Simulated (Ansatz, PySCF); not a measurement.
C₄H₁₂Ge, charge -1, doublet, at the geometry of the source list (a state made from the parent by changing its charge; the spin is typed, not shown lowest) (in this run its highest filled SCF level lies above zero, so its values depend strongly on the basis, on diffuse functions most of all). Base run: BHANDHLYP/def2-SVP (PySCF).

Here is a job for PySCF.
```python
from pyscf import gto, scf, dft

mol = gto.M(
    atom='''
Ge    1.85720000    0.92320000   -0.02010000
C     0.55550000   -0.11330000    1.04580000
C    -0.77790000   -0.43900000    0.37320000
C    -0.59960000   -1.50680000   -0.70060000
C    -1.40340000    0.81520000   -0.22470000
H     3.17210000    0.94820000    0.69370000
H     2.12600000    0.36860000   -1.38440000
H     1.44780000    2.34930000   -0.20180000
H     0.36660000    0.46060000    1.95700000
H     1.03610000   -1.04230000    1.36100000
H    -1.45630000   -0.83560000    1.14090000
H     0.12200000   -1.17200000   -1.44360000
H    -1.54410000   -1.70630000   -1.20110000
H    -0.23900000   -2.43650000   -0.26390000
H    -0.82780000    1.13540000   -1.09430000
H    -1.40790000    1.62390000    0.50350000
H    -2.42730000    0.62740000   -0.54060000
''',
    basis='def2-svp',
    charge=-1,
    spin=1,
    verbose=4,
)

mf = dft.UKS(mol)
mf.xc = 'bhandhlyp'
mf.kernel()
```

The same geometry, method and basis name were run in Ansatz (a quantum-chemistry and plane-wave program) and PySCF, at each program's defaults and at the settings that a row names. The base is PySCF at its defaults. Differences at the defaults can come from grids, fitting, cores and function types together.

| code and settings | ΔE vs base (µEh) | basis functions | E (Eh) | SCF cycles |
|---|---|---|---|---|
| PySCF, defaults (exact integrals, its default grid, spherical functions) | 0.0 | 148 | -2236.02240 | 15 |
| Ansatz, defaults (factorised integrals, its default grid, spherical functions) | 18.6 | 148 | -2236.02238 | - |
| PySCF, density fitting with def2-universal-jkfit | -32.5 | 148 | -2236.02243 | 15 |
| PySCF, fine grid | 14.3 | 148 | -2236.02238 | 15 |
| Ansatz, high accuracy | 15.7 | 148 | -2236.02238 | - |

Open shells are given as the SCF converged; they aren't shown to be the lowest states, and a large step between rows can be another state.
